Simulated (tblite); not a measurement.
Compound: C3H10SSeSi2.
Atom-mapped SMILES: `[CH2:1]=[CH:2][Se:3][SiH2:4][S:5][CH2:6][SiH3:7]` (hydrogens: H8, H9 on C1; H10 on C2; H11, H12 on Si4; H13, H14 on C6; H15, H16, H17 on Si7)

Computed with GFN2-xTB (tblite), gas phase: L-BFGS steps from a force-field or distance-geometry start until the largest atomic force falls under 0.01 eV/Å.

Step 13: E = -582.2786 eV
```
atom  x, y, z in Å  |  force x, y, z in eV/Å
C1     -3.9728    0.4499   -0.6453    0.024   0.033  -0.052
C2     -2.9787    0.5688    0.2108    0.058  -0.048   0.076
Se3    -1.2494    1.3064   -0.1592   -0.047   0.035  -0.055
Si4    -0.2841   -0.1848   -1.6088   -0.034   0.027   0.050
S5      1.7430   -0.4905   -0.9835    0.041   0.019   0.116
C6      1.8261    0.4340    0.6028   -0.053  -0.040  -0.062
Si7     3.5479    0.2724    1.4017   -0.013   0.003   0.005
H8     -3.8696    0.7297   -1.6807   -0.018  -0.017  -0.010
H9     -4.9366    0.0768   -0.3311    0.089  -0.023  -0.056
H10    -3.0709    0.3113    1.2563   -0.098  -0.012   0.029
H11    -1.0081   -1.4460   -1.6073   -0.069  -0.025   0.104
H12    -0.2516    0.3846   -2.9467    0.001   0.077  -0.058
H13     1.0589    0.0217    1.2631    0.065   0.110  -0.097
H14     1.5868    1.4786    0.3830    0.011  -0.135   0.044
H15     3.5917    1.2875    2.4512   -0.006   0.042   0.072
H16     4.5798    0.5238    0.4085    0.056   0.010  -0.093
H17     3.6806   -1.0629    1.9753   -0.008  -0.056  -0.012
```

Step 14: E = -582.2827 eV
```
atom  x, y, z in Å  |  force x, y, z in eV/Å
C1     -3.9700    0.4521   -0.6504    0.039  -0.012  -0.020
C2     -2.9758    0.5679    0.2079   -0.009  -0.035   0.033
Se3    -1.2487    1.3120   -0.1548   -0.031   0.012  -0.060
Si4    -0.2806   -0.1830   -1.6036   -0.083   0.009   0.053
S5      1.7467   -0.4962   -0.9854    0.021   0.051   0.161
C6      1.8254    0.4319    0.6006   -0.012  -0.029  -0.043
Si7     3.5495    0.2728    1.4000   -0.048  -0.007   0.033
H8     -3.8731    0.7260   -1.6895   -0.006  -0.013   0.059
H9     -4.9295    0.0718   -0.3282    0.095  -0.002  -0.094
H10    -3.0785    0.3073    1.2527   -0.063   0.004   0.003
H11    -1.0154   -1.4408   -1.5889   -0.037   0.017   0.084
H12    -0.2496    0.3921   -2.9396   -0.004   0.057  -0.053
H13     1.0559    0.0237    1.2619    0.088   0.106  -0.119
H14     1.5898    1.4779    0.3805    0.005  -0.157   0.030
H15     3.5892    1.2883    2.4536    0.001   0.002   0.028
H16     4.5785    0.5239    0.4024    0.047   0.012  -0.072
H17     3.6792   -1.0662    1.9710   -0.003  -0.016  -0.024
```

Problem. Estimate the geometry and energy of step 15. (The exact step hangs on the optimiser's Hessian estimate; all steps are aligned on step 14, rigid shifts and turns removed.)

Solution. E = -582.2862 eV, largest force 0.143 eV/Å
```
atom  x, y, z in Å  |  force x, y, z in eV/Å
C1     -3.9666    0.4537   -0.6551    0.049  -0.054   0.011
C2     -2.9733    0.5665    0.2058   -0.054  -0.014  -0.006
Se3    -1.2487    1.3174   -0.1521   -0.020   0.001  -0.050
Si4    -0.2788   -0.1811   -1.5981   -0.096  -0.002   0.030
S5      1.7503   -0.5005   -0.9843   -0.020   0.048   0.133
C6      1.8253    0.4292    0.5978    0.052  -0.011  -0.004
Si7     3.5501    0.2733    1.3987   -0.036  -0.011   0.041
H8     -3.8760    0.7226   -1.6966    0.016  -0.001   0.091
H9     -4.9214    0.0670   -0.3273    0.068   0.004  -0.112
H10    -3.0869    0.3037    1.2495   -0.025   0.016  -0.012
H11    -1.0228   -1.4359   -1.5704   -0.009   0.052   0.064
H12    -0.2479    0.4000   -2.9339   -0.008   0.024  -0.017
H13     1.0543    0.0273    1.2589    0.068   0.070  -0.093
H14     1.5927    1.4747    0.3786   -0.005  -0.114   0.002
H15     3.5869    1.2890    2.4562    0.005  -0.037  -0.017
H16     4.5778    0.5241    0.3958    0.012   0.007  -0.027
H17     3.6779   -1.0695    1.9665    0.002   0.022  -0.034
```

The energy changes by -0.0036 eV. The first-order estimate −F·Δx gives -0.0050 eV and the mean of the old and new forces, exact on a quadratic surface, -0.0035 eV. The step makes an angle of 68° with the force vector and moves no atom by more than 0.021 Å.

What follows is the cost of the whole relaxation. Time: 6.5 s wall, 5.6 s CPU. Hardware: an AMD EPYC with one thread, shared host with 64 logical CPUs at a one-minute load of 60.
